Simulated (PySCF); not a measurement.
H₄NbO₄, SMILES [OH][Nb]([OH])([OH])[OH] (connectivity only; charge and spin as stated), neutral, multiplicity 2.

Geometry optimised at PBE-D3(BJ)/def2-SVP. The spin state was assumed, not searched. The def2 effective core potentials stand for the cores of Nb; spin–orbit coupling is left out. One conformer was computed; it need not be the lowest.

Method: PBE-D3(BJ)/def2-SVP run with PySCF.

Frequencies are harmonic and unscaled.

```tsv
mode	ν (cm⁻¹)	IR (km/mol)	moving atoms (share of kinetic energy)
1	145	0.0	O 83 %, H 17 %
2	153	8.5	O 53 %, Nb 28 %, H 20 %
3	168	7.4	H 47 %, O 39 %, Nb 14 %
4	181	8.3	O 75 %, Nb 19 %
5	233	0.0	O 82 %, H 18 %
6	272	110.3	H 91 %, O 9 %
7	277	195.3	H 88 %, O 12 %
8	308	135.4	H 52 %, O 44 %
9	341	0.0	H 83 %, O 17 %
10	496	365.3	H 83 %, O 17 %
11	506	11.6	H 61 %, O 39 %
12	515	351.7	H 73 %, O 26 %
13	559	0.0	H 76 %, O 24 %
14	679	0.0	O 88 %, H 12 %
15	685	44.8	O 62 %, H 24 %, Nb 14 %
16	691	121.9	O 65 %, Nb 23 %, H 12 %
17	715	84.7	O 56 %, Nb 24 %, H 20 %
18	3769	49.3	H 94 %
19	3769	352.4	H 94 %
20	3770	250.6	H 94 %
21	3774	0.0	H 94 %
```
